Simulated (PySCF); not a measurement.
Input of a run (PBE0-D3(BJ)/def2-SVP geometry optimisation, gas phase (PySCF 2.14.0)), started from GFN2-xTB:
```
{"job": {"xc": "PBE0", "basis": "def2-SVP", "d3": "d3bj", "grid": 1, "kind": "geom"}, "charge": 0, "multiplicity": 1}
C     -2.455569     1.379072    -1.172694
C     -1.874795     0.428697    -0.448010
C     -2.654885    -0.741468     0.077488
C     -0.436845     0.469306    -0.130133
C      0.196355     1.682777     0.132610
C      1.545042     1.720371     0.429678
C      2.284926     0.551909     0.470877
C      1.676159    -0.671045     0.219635
C      2.473305    -1.941208     0.242800
C      0.320599    -0.697822    -0.073362
H     -3.508208     1.351566    -1.399883
H     -1.902965     2.206021    -1.583999
H     -2.412763    -1.645077    -0.481221
H     -3.722808    -0.562309    -0.018105
H     -2.414987    -0.918599     1.124641
H     -0.378596     2.596349     0.123956
H      2.023429     2.666931     0.636227
H      3.339391     0.587667     0.704963
H      1.847967    -2.789792     0.511827
H      3.296278    -1.870156     0.950655
H      2.894744    -2.133628    -0.744699
H     -0.146184    -1.650176    -0.278907
```

Output (energies in Eh, forces in Eh/bohr):
```
step   0  E = -387.55048291  max force = 0.011790
step   1  E = -387.55307253  max force = 0.001677
step   2  E = -387.55312859  max force = 0.000447
step   3  E = -387.55316456  max force = 0.001075
step   4  E = -387.55318383  max force = 0.001402
step   5  E = -387.55319529  max force = 0.001165
step   6  E = -387.55319304  max force = 0.001226
step   7  E = -387.55319985  max force = 0.000335
optimisation converged
```

Problem. Summarise the run.

Solution. The energy falls by 1.7 kcal/mol over 8 energy and gradient evaluations, the largest force component goes from 0.0118 to 3.4e-04 Eh/bohr, and the atoms move by 0.146 Å rms after alignment. Among the bonds, C1–H11 and C1–H12 change most and about equally (+0.016 Å). Bonds longer at the end by more than 0.005 Å: 20 of 22; shorter: 0. Among the dihedrals that turn most is C3–C2–C4–C10, from 36° to 24°. The energy rose by more than 1e-6 Eh at step 6. The first step brought 95 % of the lowering.

Problem. What are the final bond lengths?

Solution. C1=C2 1.342 Å, C2–C3 1.502 Å, C2–C4 1.484 Å, C4–C5 1.404 Å, C5–C6 1.390 Å, C6–C7 1.394 Å, C7–C8 1.398 Å, C8–C9 1.502 Å, C8–C10 1.399 Å, C4–C10 1.402 Å, C1–H11 1.093 Å, C1–H12 1.092 Å, C3–H13 1.102 Å, C3–H14 1.098 Å, C3–H15 1.102 Å, C5–H16 1.092 Å, C6–H17 1.093 Å, C7–H18 1.094 Å, C9–H19 1.100 Å, C9–H20 1.100 Å, C9–H21 1.103 Å, C10–H22 1.092 Å. Numbering counts from 1 in the input's order; the species is `C=C(C)C1=CC=CC(C)=C1`.

The run used 200 basis functions and 56 SCF cycles in all. Hardware: Arm Neoverse V1, one thread, no GPU, shared host. Cost: 3.0 min of wall time.

No PBE0-D3(BJ)/def2-SVP frequencies stand behind this structure, so it isn't proved a minimum. One conformer, not necessarily the lowest.
